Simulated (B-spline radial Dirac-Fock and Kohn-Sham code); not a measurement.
# How the settings move the core levels of Os

ΔSCF core binding energies without Breit or QED terms, calculated with a radial atomic solver. Keys: rel is the Hamiltonian (dirac, or spin-free x2c and nr, where L3 and M5 stand for the whole 2p and 3d shells), method is hf or an exchange,correlation pair (spin-unpolarised, also for the hole states), nuc the nuclear model, radius_factor scales its radius, rmax is the box in bohr, h the logarithmic mesh step, order the B-spline order, points the quadrature points per cell, c_factor scales the speed of light, and damp, ndamp, maxit and tol steer the iteration. The run stops when the commutator error falls below 10·tol·max(1, Z/10), or the numerical noise floor, and the energy has settled to about 1e-8 Ha; the virial ratio is −V/T.

Base input:

```json
{"items": [{"Z": 76, "q": 0, "cfg": [[1, 0, 2], [2, 0, 2], [2, 1, 6], [3, 0, 2], [3, 1, 6], [3, 2, 10], [4, 0, 2], [4, 1, 6], [4, 2, 10], [4, 3, 14], [5, 0, 2], [5, 1, 6], [5, 2, 6], [6, 0, 2]], "A": 192, "rrms": 5.4126, "do": "settings", "holes": ["K", "L3", "M5"],
  "settings": [{"rel": "dirac", "method": "hf", "nuc": "fermi", "radius_factor": 1.0, "rmax": 45.0, "h": 0.3, "order": 8, "points": 10, "c_factor": 1.0, "maxit": 60, "damp": 0.5, "ndamp": 3, "tol": 1e-08}]}]}
```

The ground state converged in 11 iterations, with total energy -17271.04038 Ha, virial ratio 1.88166 and highest orbital energy -7.87 eV. ΔSCF binding energies: K (1s) 74260.0 eV, L3 (2p3/2) 10913.1 eV, M5 (3d5/2) 1974.3 eV.

Changes from the base run:

| changed setting | Δ total energy (Ha) | Δ K (eV) | Δ L3 (eV) | Δ M5 (eV) | iterations |
| --- | --- | --- | --- | --- | --- |
| nuc = "sphere" | +0.00558 | -0.06 | 0.00 | 0.00 | 11 |
| rmax = 60.0 | 0.00000 | 0.00 | 0.00 | 0.00 | 11 |
| rel = "x2c"; method = "lda,vwn"; order = 5 | +26.31385 | -109.74 | +410.04 | +14.24 | 10 |
| order = 5 | +0.00869 | +0.01 | +0.01 | +0.01 | 11 |
| c_factor = 1.5 | ? | ? | ? | ? | ? |
| radius_factor = 1.2; rmax = 60.0; order = 5 | +1.11395 | -12.22 | +0.08 | +0.03 | 11 |
| rel = "x2c" | +20.96850 | -83.13 | +454.96 | +28.76 | 11 |
|  | 0.00000 | 0.00 | 0.00 | 0.00 | 11 |
| rel = "x2c"; order = 7; c_factor = 2.0 | +766.51078 | -5007.66 | +64.73 | +43.46 | 11 |
| radius_factor = 0.5 | -2.15463 | +23.83 | -0.14 | -0.04 | 11 |
| rel = "x2c"; nuc = "gauss"; rmax = 25.0 | +20.94570 | -82.87 | +454.96 | +28.76 | 11 |
| h = 0.18 | -0.00011 | 0.00 | 0.00 | 0.00 | 11 |
| c_factor = 2.0 | +764.42358 | -4985.45 | -39.93 | +36.43 | 11 |
| method = "wc,pbe" | -6.38989 | +44.11 | -40.17 | -14.57 | 11 |
| order = 7 | +0.00017 | 0.00 | 0.00 | 0.00 | 11 |

Problem. What does the change c_factor = 1.5 do?

Solution. The total energy moves by +584.30011 Ha and the binding energies by K -3817.74 eV, L3 -27.82 eV, M5 +27.51 eV; the run takes 11 iterations.
